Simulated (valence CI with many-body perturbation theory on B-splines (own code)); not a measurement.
**Ru³⁸⁺: key properties**

Method: configuration interaction combined with many-body perturbation theory (CI+MBPT): four valence electrons over a frozen Dirac-Fock core [He], radial functions for each j: 11 s, 11 p, 9 d, 7 f, 5 g, 2 h, 1 i, with the one-electron correlation potential Σ1 (screened to all orders), the two-electron term Σ2, the three-electron term Σ3, Breit, model QED; selected single and double excitations, second order for the rest (own B-spline code, finite nucleus).

The last digits are not significant, and no measured levels were compared; by estimate large intervals hold to a few tenths of a per cent, small ones and those within an open d or f shell to about a per cent. Among the levels kept, up to 260 cm⁻¹ of a level comes from second order outside the variational space, and about a tenth of that is noise between levels of different J, which matters for small intervals.

Levels are named by their leading jj configuration (3d3/2^4 stands for four electrons in 3d with j = 3/2), which in mixed levels can hold well under half, so a name can repeat and another be missing.

Rates and lifetimes use the calculated energies. Strong lines usually hold to 10 to 20 %, long lifetimes can be off by a factor of two.

Problem. What is the ground level?

Solution. (2s^2 2p1/2^2) J=0, composition 74 % 2s²2p² ³P + 26 % 2s²2p² ¹S.

Problem. Name the longest-lived excited levels whose lifetime is computed, and their main decay.

Solution. (2s^2 2p1/2 2p3/2) J=2 at 141.9 eV lives 65.5 μs, mostly by E2 to (2s^2 2p1/2^2) J=0; (2s^2 2p1/2 2p3/2) J=1 at 128.9 eV lives 67.4 ns, mostly by M1 to (2s^2 2p1/2^2) J=0; (2s^2 2p3/2^2) J=2 at 280.0 eV lives 35.8 ns, mostly by M1 to (2s^2 2p1/2 2p3/2) J=1.

Problem. How well does LS coupling describe the low levels?

Solution. Among the lowest 20 levels the leading LS term, summed over configurations, holds 65 % on average. For single configurations the figures are 65 % in LS and 97 % in jj coupling. Terms mix most in the J = 1 level at 453.3 eV, where the leading one holds 36 %.

Problem. What is the ionisation energy?

Solution. 5656.5 eV; NIST lists 5647 ± 6 eV (semi-empirical).

Problem. What are the static dipole polarisabilities of the lowest levels?

Solution. (2s^2 2p1/2^2) J=0 0.00119; (2s^2 2p1/2 2p3/2) J=1 0.00148 (tensor 8.0e-05) bohr³, of which the core gives 2.22e-06.
